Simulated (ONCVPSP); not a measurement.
**Transferability test, ONCV potential for Al**

aluminium, optimised norm-conserving Vanderbilt (ONCV), made with ONCVPSP 4.0.1 (PBEsol, scalar-relativistic). Core [He], reference 2s2 2p6 3s2 (charge +1). Waves: 2s+3s: rc 1.30 bohr, ncon 4, nbas 8, qcut 9.5 1/bohr, 2 projectors; 2p: rc 0.50 bohr, ncon 5, nbas 9, qcut 13.4 1/bohr, 2 projectors, debl 3.3 Ha. Local part: polynomial inside 0.35 bohr (lpopt 4, dvloc0 0 Ha). Core correction: polynomial model core, fcfact 0.45.

Energies are relative to the spin-unpolarised reference configuration 2s2 2p6 3s2; without spin polarisation the order of configurations can differ from experiment.

| valence configuration | charge | ΔE all-electron (eV) | error AE − PS (meV) |
| --- | --- | --- | --- |
| 2s2 2p6 3s2 3p1 | 0 | -5.736 | +0.3 |
| 2s2 2p6 3s1 | +2 | 19.171 | -0.9 |
| 2s1 2p6 3s2 3p1 | +1 | 114.641 | -231 |

What are ΔE and the potential's error for 2s2 2p6 3s0?

ΔE = 47.332 eV all-electron; the error (AE − PS) is -4.1 meV.
